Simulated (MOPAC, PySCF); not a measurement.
H3AlO3, SMILES `[Al]([OH])([OH])[OH]`, neutral singlet in the gas phase. 

Cartesian coordinates (Å):
```xyz
7

O     -1.5100    -0.7625     0.0635
Al     0.0000     0.0000     0.0000
O      0.0962     1.6900     0.0183
O      1.4138    -0.9274    -0.0819
H     -1.6130    -1.7150     0.0556
H     -0.6762     2.2549     0.0639
H      2.2891    -0.5400    -0.1195
```
Charge 0, multiplicity 1.

All levels are single points at this geometry (B3LYP-D3(BJ)/def2-TZVP); Pople sets use spherical d functions. Orbital energies aren't observables, and empty levels follow the basis.

PM6 in MOPAC gives HOMO (eV) = -11.79.

Question: Estimate the HOMO (eV) from each of these levels: PBE-D3(BJ)/def2-TZVP in PySCF; TPSSh-D3(BJ)/def2-TZVP in PySCF; B3LYP/3-21G in PySCF; B3LYP/LANL2DZ in PySCF; PM7 in MOPAC.

Answer: 
```csv
level,HOMO (eV)
PBE-D3(BJ)/def2-TZVP in PySCF,-7.28
TPSSh-D3(BJ)/def2-TZVP in PySCF,-8.05
B3LYP/3-21G in PySCF,-7.49
B3LYP/LANL2DZ in PySCF,-8.56
PM7 in MOPAC,-12.30
```
